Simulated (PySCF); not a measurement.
## Energy of Co(2+) (cobalt, charge +2) between two integer charges

The 3d beta orbital of [Ar] 3d7 is emptied in steps (occupation f), with all orbitals relaxed, ending at [Ar] 3d6. All numbers are calculated (PySCF 2.14, no relativity, point nucleus, in def2-TZVPPD (6s6p4d2f1g, 67 functions)). The exact energy is a straight line in f; departures are measured from the line between the end points of the same method.

```tsv
f	PBE0 (eV)	r2SCAN (eV)	LC-wPBE (eV)
1	0.000	0.000	0.000
0.8	-0.883	-1.249	-0.492
0.6	-1.333	-1.884	-0.751
0.4	-1.341	-1.893	-0.762
0.2	-0.898	-1.267	-0.515
0	0.000	0.000	0.000
```

| method | E(f=0) − E(f=1) (eV) | −ε at f=1 (eV) | −ε at f=0.4 (eV) |
| --- | --- | --- | --- |
| PBE0 | 33.906 | 28.429 | 34.988 |
| r2SCAN | 34.026 | 26.268 | 35.562 |
| LC-wPBE | 34.254 | 31.233 | 34.830 |

Orbital energy along the path (eV):

| f | PBE0 | r2SCAN | LC-wPBE |
| --- | --- | --- | --- |
| 1 | -28.429 | -26.268 | -31.233 |
| 0.8 | -30.565 | -29.303 | -32.365 |
| 0.6 | -32.754 | -32.406 | -33.566 |
| 0.4 | -34.988 | -35.562 | -34.830 |
| 0.2 | -37.255 | -38.757 | -36.150 |
| 0 | -39.535 | -41.965 | -37.518 |

Reference removal energy between the ground levels: 33.5 ± 0.06 eV (semi-empirical (NIST evaluation); NIST Atomic Spectra Database, ionization energies). The calculation has no spin-orbit coupling. The determinant left behind need not be the lowest term of the ion.
